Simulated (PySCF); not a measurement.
# Correlation energy of F²⁺ (fluorine, charge +2)

[He] 2s2 2p3, high-spin 4S determinant. Computed with PySCF 2.14 in jorge-DZP-DKH, with the spin-free X2C one-electron Hamiltonian (Gaussian nucleus). Frozen: 1s2; 5 electrons correlated.

MP2 pair energies summed by pair of shells (mhartree):

```tsv
pair	energy	share (%)
2s-2p	-44.79	68.6
2p-2p	-13.33	20.4
2s-2s	-7.21	11.0
```

Total MP2 correlation energy: -65.32 mhartree.

Same-spin part -15.08 and opposite-spin part -50.24 mhartree; SCS-MP2 scales them by 1/3 and 6/5 to -65.32 mhartree.

```csv
level,correlation energy (mhartree)
CCSD,-78.22
(T),-0.31
CCSD(T),-78.53
```

Diagnostics: T1 = 0.0027, D1 = 0.0052, largest double amplitude 0.033.

Q: Is a single reference adequate?

A: Yes: T1 lies below 0.03 and no double amplitude reaches 0.07.
